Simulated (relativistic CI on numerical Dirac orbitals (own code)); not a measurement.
**Forbidden transitions in Au⁶³⁺**

Method of calculation: Dirac-Coulomb-Breit CI, separate exchange-only KLI orbitals for each configuration, a model potential for QED, unscaled Slater integrals (own radial code, finite nucleus).

Configuration list (outside the closed core [Ne]): 3s²3p⁴, 3s²3p³3d, 3s3p⁵, 3p⁶, 3s3p⁴3d, 3s3p³3d², 3p⁵3d, 3s²3p²3d4p, 3s3p³3d4s, 3s²3p³4s, 3p⁵4s, 3p⁵4p, 3s²3p²3d², 3s²3p3d³, 3s3p²3d³, 3s²3p3d²4s, 3p⁴3d², 3p³3d³, 3p³3d²4s, 3s²3p²3d4s, 3s3p²3d²4s, 3s²3p3d4s². Double excitations out of closed p, d and f shells are left out; levels of such configurations are missing from the list, as are those of other unlisted configurations, and high levels can miss mixing partners.

| λ vac (Å) | Lower | Upper | Type | A (s⁻¹) | gf | Branching (%) |
| --- | --- | --- | --- | --- | --- | --- |
| 24.424 | 3s²3p³3d ³F°4 [7] | 3s²3p³3d ¹F°3 [41] | M1 | 4.52e+08 | 2.83e-04 | 16.9 |
| 25.409 | 3s²3p⁴ ³P2 [1] | 3s²3p⁴ ¹D2 [12] | E2 | 2.83e+07 | 1.37e-05 | 2.9 |
| 25.409 | 3s²3p⁴ ³P2 [1] | 3s²3p⁴ ¹D2 [12] | M1 | 5.11e+08 | 2.47e-04 | 52.8 |
| 25.600 | 3s²3p³3d ³D°2 [3] | 3s²3p³3d ³G°4 [25] | E2 | 8.29e+06 | 7.33e-06 | 4.3 |
| 25.847 | 3s²3p³3d ³F°4 [7] | 3s²3p³3d ³G°5 [37] | E2 | 1.66e+07 | 1.83e-05 | 4.7 |
| 25.847 | 3s²3p³3d ³F°4 [7] | 3s²3p³3d ³G°5 [37] | M1 | 1.63e+08 | 1.79e-04 | 46.3 |
| 25.960 | 3s²3p⁴ ³P2 [1] | 3s²3p⁴ ³P1 [11] | M1 | 8.39e+08 | 2.54e-04 | 66.1 |
| 26.030 | 3s²3p³3d ³F°4 [7] | 3s²3p³3d ³F°4 [36] | E2 | 1.13e+07 | 1.03e-05 | 2.7 |
| 26.030 | 3s²3p³3d ³F°4 [7] | 3s²3p³3d ³F°4 [36] | M1 | 1.04e+08 | 9.48e-05 | 25.3 |
| 26.143 | 3s²3p³3d ³F°3 [6] | 3s²3p³3d ³G°4 [25] | E2 | 1.78e+07 | 1.64e-05 | 9.3 |
| 26.143 | 3s²3p³3d ³F°3 [6] | 3s²3p³3d ³G°4 [25] | M1 | 1.57e+08 | 1.45e-04 | 82.2 |
| 26.478 | 3s²3p³3d ³D°2 [8] | 3s²3p³3d ³F°4 [36] | E2 | 1.08e+07 | 1.02e-05 | 2.6 |
| 26.558 | 3s²3p³3d ³D°2 [3] | 3s²3p³3d ³F°2 [21] | M1 | 5.05e+08 | 2.67e-04 | 4.7 |
| 26.808 | 3s²3p³3d ³F°4 [7] | 3s²3p³3d ⁵D°4 [35] | M1 | 6.48e+08 | 6.28e-04 | 68.8 |
| 27.017 | 3s²3p³3d ³D°1 [4] | 3s²3p³3d ⁵D°0 [22] | M1 | 9.24e+08 | 1.01e-04 | 5.0 |
| 27.200 | 3s²3p⁴ ¹S0 [2] | 3s²3p⁴ ³P1 [11] | M1 | 3.02e+08 | 1.00e-04 | 23.8 |
| 27.295 | 3s²3p³3d ³D°2 [8] | 3s²3p³3d ³D°3 [34] | M1 | 4.59e+08 | 3.59e-04 | 3.9 |
| 27.689 | 3s²3p³3d ³D°3 [9] | 3s²3p³3d ³F°4 [36] | M1 | 7.27e+07 | 7.53e-05 | 17.7 |
| 28.571 | 3s²3p³3d ³D°3 [9] | 3s²3p³3d ⁵D°4 [35] | M1 | 2.76e+08 | 3.03e-04 | 29.2 |
| 120.26 | 3s²3p³3d ³F°3 [6] | 3s²3p³3d ³F°4 [7] | M1 | 6.56e+06 | 1.28e-04 | 99.4 |

Terms are leading LS components. Brackets give the number of a level in order of energy, since labels repeat. The list gives strong lines, with weight on those to low levels, among the lowest 200 of 2790 levels, so that lines to higher ones, which can be the strongest, are missing. Levels whose partners in the same complex of configurations lie outside the list can be far off, and so can their lines. Rates are taken at the computed energies, electric ones in the length gauge.

At this charge energies of transitions that change n are usually good to better than 1 %, and those within a shell (Δn = 0) to a few per cent.

LS names give the leading component of a level, which can be under half, so a name can repeat, a term be missing and a line seem to break the LS rules.
